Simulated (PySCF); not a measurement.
Electron correlation in Ag (silver, neutral)

[Kr] 4d10 5s1, 2S determinant. Calculation: PySCF 2.14, in aug-cc-pVTZ-PP with ECP28MDF (6s6p5d3f2g, 88 functions); a scalar-relativistic core potential. Frozen: 4s2 4p6; 11 electrons correlated.

```csv
level,correlation energy (mhartree)
CCSD,-379.95
(T),-16.83
CCSD(T),-396.78
```

Diagnostics: T1 = 0.019, D1 = 0.0825, largest double amplitude 0.017.

Question: Is a single reference adequate?

Answer: Yes, within this model without spin-orbit coupling: T1 lies below 0.03 and no double amplitude reaches 0.07.
